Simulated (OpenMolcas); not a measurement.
**Ionisation energies of boron**

```yaml
Program: OpenMolcas
Basis: ANO-RCC-VQZP [5s4p3d2f1g]
Scalar_Hamiltonian: DKH2, point nucleus
Spin-orbit_coupling: state interaction with AMFI integrals over the reference wave functions, term energies averaged over their components
```

Active shells in each charge state: the valence s, p shells, with orbitals averaged over the low states. Where CASPT2's correlated closed shells are named, they are those of the first ion.

A. CASSCF
B. SS-CASPT2, IPEA 0.25 Eh, imaginary shift 0.1 Eh (closed shells correlated: 1s)
C. SS-CASPT2, IPEA 0.25 Eh, imaginary shift 0.1 Eh (closed shells correlated: none)
D. SS-CASPT2, IPEA 0 Eh, imaginary shift 0.1 Eh (closed shells correlated: 1s)

Energies in eV between the lowest computed levels (charge -1 gives the electron affinity), named as in B; reference values from the NIST Atomic Spectra Database with their kind.

```tsv
From	To	A	B	C	D	Spin-orbit share in B	Reference
B- 2s² 2p² ³P₀	B 2s² 2p ²P°_1/2	-1.120	-0.391	-0.406	-0.273	-0.000	
B 2s² 2p ²P°_1/2	B+ 2s² ¹S₀	7.185	8.037	7.996	8.155	+0.001	8.298 (measured)
B+ 2s² ¹S₀	B2+ 2s ²S_1/2	25.049	25.116	25.104	25.117	+0.000	25.155 (measured)
B2+ 2s ²S_1/2	B3+ 1s² ¹S₀	37.826	37.894	37.826	37.895	+0.000	37.931 (measured)
```

Error against the reference values, in %:

```tsv
From	Reference	A	B	C	D
B	measured	-13.4	-3.1	-3.6	-1.7
B+	measured	-0.4	-0.2	-0.2	-0.2
B2+	measured	-0.3	-0.1	-0.3	-0.1
```

Mean absolute error over the 3 measured values: A 0.44 eV, B 0.11 eV, C 0.15 eV, D 0.07 eV. D lies closest.

No diffuse functions were added, so the electron affinity comes out too small, and without dynamic correlation a bound anion can come out unbound.

° marks odd parity.
